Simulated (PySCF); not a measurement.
Job file and geometry (Å, from GFN2-xTB) of an NMR shielding run on `[SiH3]O[Si]1(S)SCCS1`, C₂H₈OS₃Si₂, GIAO PBE0/pcSseg-1 NMR shielding, non-relativistic, gas phase in PySCF 2.14.0, density-fitted response routines; density fitting, a coarse starting grid and PySCF grid level 2 are the driver's defaults:

```
$ OMP_NUM_THREADS=1 python probes_run.py task.json out

{"job": {"kind": "nmr", "xc": "PBE0", "basis": "pcSseg-1"}, "charge": 0, "multiplicity": 1}
Si     3.231109    -0.152242    -0.609774
O      1.606135    -0.109819    -0.366172
Si     0.306811     0.532274     0.305822
S      0.964624     2.259983     1.393147
S     -1.192357     0.990524    -1.156969
C     -2.130202    -0.538729    -0.836915
C     -2.296701    -0.766978     0.647546
S     -0.682583    -0.972198     1.474942
H      3.555999     1.048452    -1.370937
H      3.373867    -1.397914    -1.352028
H      3.846269    -0.160871     0.712006
H     -0.222318     2.669645     1.818593
H     -3.100668    -0.411611    -1.316167
H     -1.598916    -1.367066    -1.306410
H     -2.815285     0.070306     1.116537
H     -2.853383    -1.684813     0.835369
```

Q: What does the program print?

A: 
```
coarse grid: 16344 points
cycle   1  E = -1928.8736734766  dE =  1.033e+00  |g| = 7.853e-01  |ddm| = 3.935e+00
cycle   2  E = -1928.6912431385  dE =  1.824e-01  |g| = 1.266e+00  |ddm| = 1.786e+00
cycle   3  E = -1928.9880100801  dE = -2.968e-01  |g| = 1.239e-01  |ddm| = 1.236e+00
cycle   4  E = -1928.9912414081  dE = -3.231e-03  |g| = 4.591e-02  |ddm| = 1.956e-01
cycle   5  E = -1928.9917011730  dE = -4.598e-04  |g| = 1.294e-02  |ddm| = 6.712e-02
cycle   6  E = -1928.9917479568  dE = -4.678e-05  |g| = 3.339e-03  |ddm| = 2.140e-02
cycle   7  E = -1928.9917508707  dE = -2.914e-06  |g| = 5.010e-04  |ddm| = 4.416e-03
final grid: 135696 points
cycle   8  E = -1929.0547256602  dE = -2.225e-05  |g| = 1.028e-02  |ddm| = 2.907e-02
cycle   9  E = -1929.0547027421  dE =  2.292e-05  |g| = 1.453e-02  |ddm| = 2.050e-02
cycle  10  E = -1929.0547465844  dE = -4.384e-05  |g| = 1.330e-03  |ddm| = 1.296e-02
cycle  11  E = -1929.0547469654  dE = -3.810e-07  |g| = 2.354e-04  |ddm| = 1.566e-03
cycle  12  E = -1929.0547469779  dE = -1.248e-08  |g| = 9.321e-05  |ddm| = 3.733e-04
cycle  13  E = -1929.0547469799  dE = -2.025e-09  |g| = 1.841e-05  |ddm| = 9.726e-05
cycle  14  E = -1929.0547469800  dE = -6.912e-11  |g| = 6.872e-06  |ddm| = 2.431e-05
converged SCF energy = -1929.0547469800

GIAO shielding tensors (ppm)
atom      isotropic    diamagn.    paramagn.     s11        s22        s33       span
  0 Si     386.024     879.316    -493.292    353.587    356.290    448.196     94.609
  1 O      265.347     398.554    -133.207    207.781    288.004    300.256     92.475
  2 Si     315.108     878.088    -562.979    299.704    303.002    342.619     42.915
  3 S      669.156    1057.498    -388.342    570.886    609.670    826.914    256.028
  4 S      555.028    1058.940    -503.913    459.236    517.336    688.511    229.275
  5 C      145.803     252.453    -106.650    115.682    152.906    168.822     53.140
  6 C      144.276     252.432    -108.156    111.662    152.740    168.426     56.764
  7 S      560.605    1059.039    -498.435    490.136    515.853    675.824    185.688
  8 H       26.577      28.351      -1.774     22.648     25.154     31.929      9.281
  9 H       26.585      28.613      -2.028     22.394     25.002     32.359      9.965
 10 H       26.612      28.453      -1.841     22.636     25.358     31.842      9.206
 11 H       30.769      30.413       0.356     22.643     28.197     41.468     18.825
 12 H       28.783      29.824      -1.041     22.175     26.501     37.673     15.497
 13 H       28.817      31.522      -2.705     23.706     26.569     36.175     12.470
 14 H       28.976      31.030      -2.054     23.703     26.837     36.390     12.687
 15 H       28.694      29.858      -1.164     22.036     26.463     37.583     15.546
```

Q: Turn these shieldings into chemical shifts. Scale: 29Si (σ = 349.16 ppm) and 13C (σ = 186.93 ppm) and 1H (σ = 31.72 ppm) vs TMS; H2O for 17O (σ = 336.08 ppm); 33S (σ = 503.73 ppm) vs CS2 (reference shieldings calculated alike).

A: Averaging equivalent atoms: Si 2: 34.0; Si 0: -36.9; O 1: 70.7; S 4/7: -54; S 3: -165; C 5/6: 41.9; H 8/9/10: 5.13; H 13/15: 2.96; H 12/14: 2.84; H 11: 0.95 ppm. Experimental scales use liquid or dissolved standards, which lie at an offset from isolated H2O (liquid H2O: subtract about 36 ppm).

Size and cost of the density-fitted run: 211 basis functions, 56 s wall time on 1 thread of an Intel Xeon Platinum 8375C, shared host; peak memory 0.93 GiB.
